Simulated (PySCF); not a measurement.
BFH2OS.

```xyz
6

B     -0.0144     0.4518     0.0000
F     -1.1830     1.1013     0.0000
O      1.1507     1.1366     0.0000
H      1.0222     2.0955     0.0000
S     -0.0502    -1.3661     0.0000
H      1.2947    -1.5011     0.0000
```
Charge 0, spin multiplicity 1.

The structure is a stationary point at B3LYP-D3(BJ)/def2-SVP. Other conformers were not sampled.

Computed with KT2/pcSseg-2 in PySCF. Non-relativistic, no solvent.

Task: Give the absolute GIAO shielding of each atom: isotropic value and principal components (ppm). (The exact figures need the calculation; the answer reports its results.)

Result: 
```tsv
atom	σ(iso)	σ11	σ22	σ33	span
B1	69.7	47.2	77.9	83.9	36.7
F2	248.9	119.9	281.9	344.8	224.8
O3	203.5	112.2	235.1	263.3	151.1
H4	27.5	21.9	22.4	38.1	16.2
S5	677.7	578.0	644.9	810.2	232.3
H6	29.6	22.8	27.4	38.6	15.8
```
